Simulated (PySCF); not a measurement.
H7NO2Si2.

```xyz
12

N      1.7000     1.6281    -0.2722
Si     1.5867    -0.0840    -0.1784
O      0.0665    -0.7253    -0.4689
Si    -1.4094    -0.8109     0.2746
O     -2.0573     0.6995     0.5352
H      1.6933     2.1034    -1.1690
H      1.2981     2.2153     0.4523
H      1.9880    -0.4833     1.2009
H      2.4749    -0.6497    -1.2258
H     -1.2792    -1.4034     1.6307
H     -2.2843    -1.6256    -0.6138
H     -2.3467     1.1811    -0.2484
```
Charge 0, spin multiplicity 1.

The structure is a stationary point at r2SCAN-D4/def2-SVP. This is a generated structure with no PubChem entry under its InChIKey; it may be hypothetical. Other conformers were not sampled.

These are PySCF with PBE0/pcSseg-1 values and carry that method's errors. Non-relativistic, no solvent.

Computed absolute GIAO shielding of each atom: isotropic value and principal components (ppm):
| atom | σ(iso) | σ11 | σ22 | σ33 | span |
|---|---|---|---|---|---|
| N1 | 226.4 | 199.7 | 226.6 | 252.8 | 53.2 |
| Si2 | 389.3 | 355.9 | 398.2 | 413.8 | 57.9 |
| O3 | 217.2 | 145.7 | 196.5 | 309.6 | 163.9 |
| Si4 | 383.3 | 371.3 | 381.9 | 396.9 | 25.6 |
| O5 | 269.4 | 219.6 | 280.5 | 308.3 | 88.7 |
| H6 | 29.9 | 24.3 | 25.5 | 40.0 | 15.7 |
| H7 | 30.1 | 23.9 | 26.6 | 39.7 | 15.8 |
| H8 | 26.4 | 22.7 | 25.1 | 31.4 | 8.7 |
| H9 | 26.6 | 22.7 | 25.0 | 32.2 | 9.4 |
| H10 | 26.5 | 23.2 | 24.6 | 31.6 | 8.4 |
| H11 | 26.3 | 22.7 | 24.4 | 31.9 | 9.2 |
| H12 | 29.4 | 22.8 | 24.7 | 40.6 | 17.8 |
